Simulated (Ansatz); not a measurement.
A nudged elastic band was laid between two geometries of AlClFH3OSi + H2 (10 atoms, charge 0, multiplicity 1).

Level of theory: RKS PBE0-D4/def2-SVP in Ansatz.

- movable images: 5
- climbing image: yes
- spring: 5.0 eV/Å²
- optimiser: quadratic models (default)
- start path: through a guess of the saddle point
- force threshold: 0.03 eV/Å
- iteration limit: 60
- end points: relaxed

First end point:

```xyz
10
Properties=species:S:1:pos:R:3
Al -0.176 0.053 0.185
O -0.733 -0.209 1.749
Si -1.429 -0.675 3.171
H -2.466 -1.722 2.922
H -0.391 -1.228 4.093
H -2.074 0.505 3.822
F 1.428 -0.176 -0.161
Cl -1.488 0.282 -1.420
H -0.010 2.224 0.195
H 0.054 2.068 0.945
```

Last end point:

```xyz
10
Properties=species:S:1:pos:R:3
Al -0.280 0.906 0.081
O -0.109 0.207 1.894
Si -1.375 -0.452 2.883
H -1.774 -1.784 2.367
H -0.769 -0.572 4.236
H -2.454 0.559 2.843
F 1.103 0.076 -0.410
Cl -2.138 -0.037 -0.404
H -0.230 2.478 0.118
H 0.743 -0.257 1.894
```

Task: Which bonds break or form, and what moves?

Result: Bonds broken: H9–H10. Bonds formed: Al1–H9, O2–H10. AlClFH3OSi + H2 becomes AlClFH5OSi.

Task: Give the energies along the band, and the barrier.

Result: The forces met the threshold. The highest image is number 3 of 0 to 6, 86.6 kJ/mol above the first end and 77.2 kJ/mol above the last; the last end lies 9.4 kJ/mol above the first. A vibrational analysis at the climbing image gives one clearly imaginary mode, 1202i cm⁻¹: a first-order saddle point. The orbitals stay closed-shell, which can raise the energy where a bond breaks towards radicals; this wasn't checked here.

```csv
image,path coordinate (Å),energy (kJ/mol),H9–H10 (Å),Al1–H9 (Å),O2–H10 (Å)
0,0.00,0.0,0.77,2.18,2.54
1,0.96,0.1,0.77,2.17,2.51
2,1.92,4.0,0.77,2.12,2.17
3,2.88,86.6,1.09,1.73,1.22
4,4.12,21.0,2.33,1.59,0.97
5,5.36,11.0,3.08,1.58,0.97
6,6.60,9.4,3.40,1.57,0.97
```

Task: What is the geometry of the highest image?

Result: 
```xyz
10
Properties=species:S:1:pos:R:3:forces:R:3
Al -0.131 0.437 0.016 0.00 0.00 0.00
O -0.492 0.177 1.785 -0.01 0.00 0.00
Si -1.390 -0.565 3.014 0.00 0.00 0.00
H -1.802 -1.905 2.515 0.00 0.00 0.00
H -0.524 -0.685 4.219 0.00 0.00 0.00
H -2.581 0.274 3.319 0.00 0.00 0.00
F 1.189 -0.400 -0.541 0.00 0.00 0.00
Cl -1.824 0.576 -1.206 0.00 0.00 0.00
H 0.322 1.922 0.788 0.00 0.00 0.00
H -0.050 1.293 1.592 0.00 -0.01 0.00
```

Task: What are the harmonic wavenumbers there?

Result: 1202i, 25, 45, 105, 187, 203, 305, 419, 488, 588, 720, 731, 865, 901, 940, 953, 1000, 1142, 1215, 1742, 1971, 2263, 2272, 2277 cm⁻¹.

Run time: 7.7 min on 2 threads of Arm Neoverse V1, on a shared host, peak memory 0.24 GiB.
